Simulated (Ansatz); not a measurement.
A further run on Be₆S₅ (the lowest singlet isomer of a short search).

```yaml
crystal:
  periodic: [false, false, false]
  atoms:
    - {symbol: Be, position_ang: [-1.238628, -0.878716, -0.994012]}
    - {symbol: Be, position_ang: [1.553089, -0.453110, -0.942143]}
    - {symbol: Be, position_ang: [0.426337, -0.649347, 1.640424]}
    - {symbol: Be, position_ang: [0.064359, 0.966271, -1.467327]}
    - {symbol: Be, position_ang: [1.270567, 1.132463, 0.440895]}
    - {symbol: Be, position_ang: [-1.429710, 0.595971, 0.851774]}
    - {symbol: S, position_ang: [-1.960642, 1.071782, -1.056809]}
    - {symbol: S, position_ang: [-1.335035, -1.495225, 0.973926]}
    - {symbol: S, position_ang: [0.288466, -0.958782, -2.385744]}
    - {symbol: S, position_ang: [2.342885, -0.675773, 0.864961]}
    - {symbol: S, position_ang: [0.018311, 1.344456, 2.074046]}
basis:
  gaussian: {orbitals: def2-TZVPP, point_charges: [{charge: 1.00, position_ang: [5.503, 0.876, 0.117]}]}
hamiltonian: {xc: {name: r2SCAN50}, dispersion: d3bjatm}
scf: {omitted_lower_state_checks: [starts]}
```

```sh
$ ansatz run in.yaml --threads 4 --pin off --events-out ev --progress --plain --max-ram 4787MiB
```

Shortened log:

```
Functional definition: r2SCAN50
2521 factors; their error is unknown
mean field evaluation 1: about -56591.9650 eV, gradient 2.9e1 eV
mean field evaluation 2: about -56593.9838 eV, gradient 1.9e1 eV
mean field evaluation 4: about -56594.7824 eV, gradient 2.0e0 eV
mean field evaluation 8: about -56594.7813 eV, gradient 1.5e-1 eV
mean field evaluation 16: about -56594.8797 eV, gradient 5.1e-4 eV
mean field -56594.87965405 eV, -2079.8234658989 hartree, gradient 5.4e-5 eV, S^2 0.000000; 0 other end points of the search recorded, 0 dependent functions left out
reference -56594.87966819 eV, -2079.8234664186 hartree; 52, 52 occupied and 272, 272 virtual orbitals, 2521 factors
Total energy: -56595.27608283 eV, -2079.8380343880 hartree
Checks for a lower state left out: starts
```

Hardware: 4 threads of Arm Neoverse V1 on a shared host. Wall time 21 s, peak host memory 1.2 GiB.
